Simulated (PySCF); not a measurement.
difluoromethyl(fluoro)silane (CH3F3Si), SMILES F[SiH2]C(F)F.

Coordinates come from a PBE-D3(BJ)/def2-SVP optimisation. The values are those of a single conformer.

These are PBE/def2-TZVP in PySCF values and carry that method's errors.

Gas-phase values at a fixed geometry.

Task: Estimate the frontier levels, gap, dipole moment and polarisability. (An estimate is asked for; the answer gives what the named calculation found.)

Result: 
```yaml
highest_occupied_level: -7.33 eV
lowest_empty_level: -1.42 eV
orbital_gap: 5.90 eV
dipole_moment: 0.534 e·Å
quadrupole, principal values (traceless, Buckingham form, about the centre of nuclear charge): -1.21, -1.04, 2.25 D·Å
mean_static_polarisability: 40.5 bohr³ (6.00 Å³)
polarisability_principal_values: 37.3, 40.5, 43.7 bohr³
```
